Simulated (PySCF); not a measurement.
Energy of Ir(2+) (iridium, charge +2) between two integer charges

The 5d beta orbital of [Xe] 4f14 5d7 is emptied in steps (occupation f), with all orbitals relaxed, ending at [Xe] 4f14 5d6. Computed with PySCF 2.14 in def2-SVP with the def2 core potential (60 electrons), with scalar relativity through the core potential. The exact energy is a straight line in f; departures are measured from the line between the end points of the same method.

Problem. Among PBE0, r2SCAN, LC-wPBE, which shows the largest delocalisation error (convex curve), and which is closest to linear?

Solution. Most convex: r2SCAN (-1.361 eV at f = 0.5); closest to linear: LC-wPBE (-0.304 eV).

```json
{"f": "1", "PBE0 (eV)": "0.000", "r2SCAN (eV)": "0.000", "LC-wPBE (eV)": "0.000"}
{"f": "0.9", "PBE0 (eV)": "-0.369", "r2SCAN (eV)": "-0.490", "LC-wPBE (eV)": "-0.107"}
{"f": "0.7", "PBE0 (eV)": "-0.866", "r2SCAN (eV)": "-1.145", "LC-wPBE (eV)": "-0.253"}
{"f": "0.5", "PBE0 (eV)": "-1.036", "r2SCAN (eV)": "-1.361", "LC-wPBE (eV)": "-0.304"}
{"f": "0.3", "PBE0 (eV)": "-0.873", "r2SCAN (eV)": "-1.140", "LC-wPBE (eV)": "-0.258"}
{"f": "0.1", "PBE0 (eV)": "-0.375", "r2SCAN (eV)": "-0.485", "LC-wPBE (eV)": "-0.111"}
{"f": "0", "PBE0 (eV)": "0.000", "r2SCAN (eV)": "0.000", "LC-wPBE (eV)": "0.000"}
```

| method | E(f=0) − E(f=1) (eV) | −ε at f=1 (eV) | −ε at f=0.5 (eV) |
| --- | --- | --- | --- |
| PBE0 | 29.184 | 25.090 | 29.164 |
| r2SCAN | 29.053 | 23.612 | 29.066 |
| LC-wPBE | 29.095 | 27.911 | 29.080 |

Reference removal energy between the ground levels: 28 ± 1.6 eV (theoretical estimate listed by NIST; NIST Atomic Spectra Database, ionization energies). The calculation has no spin-orbit coupling. The determinant left behind need not be the lowest term of the ion.
